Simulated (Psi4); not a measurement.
C3H3 (SMILES C#C[CH2]), doublet, geometry from GFN2-xTB, with bond 5-3 at 1.6 times its length; B3LYP/def2-SVP (Psi4).

The Psi4 input:
```
memory 2 GB

molecule mol {
0 2
  C     0.001157    0.010032    0.110390
  C     0.013887    0.120383    1.324638
  C    -0.012957   -0.112321   -1.235932
  H     0.024832    0.215262    2.368646
  H     1.451387   -0.325490   -2.112304
  H    -0.939613   -0.078273   -1.779558
}

set basis def2-svp
set reference uks
set guess modhuckel

energy('b3lyp')
print_variables()
```

Output, abridged:

```
   => Loading Basis Set <=

    Name: DEF2-SVP
    Role: ORBITAL
    Keyword: BASIS

         ---------------------------------------------------------
                                   SCF
               by Justin Turney, Rob Parrish, Andy Simmonett
                          and Daniel G. A. Smith
                              UKS Reference
         ---------------------------------------------------------

  ==> Geometry <==

    Molecular point group: c1
    Full point group: C1

    Geometry (in Angstrom), charge = 0, multiplicity = 2:

       Center              X                  Y                   Z               Mass
    ------------   -----------------  -----------------  -----------------  -----------------
         C           -0.013343219620     0.009336214360     0.088505306656    12.000000000000
         C           -0.000613219620     0.119687214360     1.302753306656    12.000000000000
         C           -0.027457219620    -0.113016785640    -1.257816693344    12.000000000000
         H            0.010331780380     0.214566214360     2.346761306656     1.007825032230
         H            1.436886780380    -0.326185785640    -2.134188693344     1.007825032230
         H           -0.954113219620    -0.078968785640    -1.801442693344     1.007825032230

  Running in c1 symmetry.

  Rotational constants: A =      5.59104  B =      0.31606  C =      0.29915 [cm^-1]
  Rotational constants: A = 167615.17378  B =   9475.17469  C =   8968.20784 [MHz]
  Nuclear repulsion =   52.195267547259839

  Charge       = 0
  Multiplicity = 2
  Electrons    = 21
  Nalpha       = 11
  Nbeta        = 10

  ==> Algorithm <==

  SCF Algorithm Type is DF.
  DIIS enabled.
  MOM disabled.
  Fractional occupation disabled.
  Guess Type is MODHUCKEL.
  Energy threshold   = 1.00e-06
  Density threshold  = 1.00e-06
  Integral threshold = 1.00e-12

  ==> Primary Basis <==

  Basis Set: DEF2-SVP
    Blend: DEF2-SVP
    Number of shells: 27
    Number of basis functions: 57
    Number of Cartesian functions: 60
    Spherical Harmonics?: true
    Max angular momentum: 2

  ==> DFT Potential <==

   => LibXC <=

    Version 7.1.2
    S. Lehtola, C. Steigemann, M. J. T. Oliveira, and M. A. L. Marques,  SoftwareX 7, 1–5 (2018) (10.1016/j.softx.2017.11.002)

   => Composite Functional: B3LYP <=

    B3LYP Hyb-GGA Exchange-Correlation Functional

    P. J. Stephens, F. J. Devlin, C. F. Chabalowski, and M. J. Frisch,  J. Phys. Chem. 98, 11623 (1994) (10.1021/j100096a001)

[...]
      Ntotal   =   20.9999972462 ; deviation = -2.754e-06

   @Spin Contamination Metric:   3.879829754E-02
   @S^2 Expected:                7.500000000E-01
   @S^2 Observed:                7.887982975E-01
   @S   Expected:                5.000000000E-01
   @S   Observed:                5.000000000E-01

    Orbital Energies [Eh]
    ---------------------

    Alpha Occupied:

[...]
    Alpha Virtual:

[...]
      57A      3.835842

    Beta Occupied:

[...]
      10A     -0.277631

    Beta Virtual:

[...]
    Final Occupation by Irrep:
              A
    DOCC [    10 ]
    SOCC [     1 ]
    NA   [    11 ]
    NB   [    10 ]

  @DF-UKS Final Energy:  -115.82720507853391

   => Energetics <=

    Nuclear Repulsion Energy =             52.1952675472598386
    One-Electron Energy =                -257.5681224992581519
    Two-Electron Energy =                 103.4236460269463294
    DFT Exchange-Correlation Energy =     -13.8779961534819272
    Empirical Dispersion Energy =           0.0000000000000000
    VV10 Nonlocal Energy =                  0.0000000000000000
    Total Energy =                       -115.8272050785339076

  UHF NO Occupations:
  HONO-2 :    9  A 1.9914861
  HONO-1 :   10  A 1.9913417
  HONO-0 :   11  A 1.0000000
  LUNO+0 :   12  A 0.0086583
  LUNO+1 :   13  A 0.0085139
  LUNO+2 :   14  A 0.0013635
  LUNO+3 :   15  A 0.0004132

Computation Completed

Properties will be evaluated at   0.000000,   0.000000,   0.000000 [a0]

Properties computed using the SCF density matrix

 Multipole Moments:

 ------------------------------------------------------------------------------------
     Multipole            Electronic (a.u.)      Nuclear  (a.u.)        Total (a.u.)
 ------------------------------------------------------------------------------------

 L = 1.  Multiply by 2.5417464519 to convert [e a0] to [Debye]
 Dipole X            :         -0.5780596            0.4622712           -0.1157884
 Dipole Y            :          0.2026597           -0.1786708            0.0239889
 Dipole Z            :          1.6364942           -1.4895172            0.1469770
 Magnitude           :                                                    0.1886389

 ------------------------------------------------------------------------------------

  Variable Map:
  ----------------------------------------------------------------------------
[...]
  Array Variable Map:
  ----------------------------------------------------------------------------
[...]
[...]
```
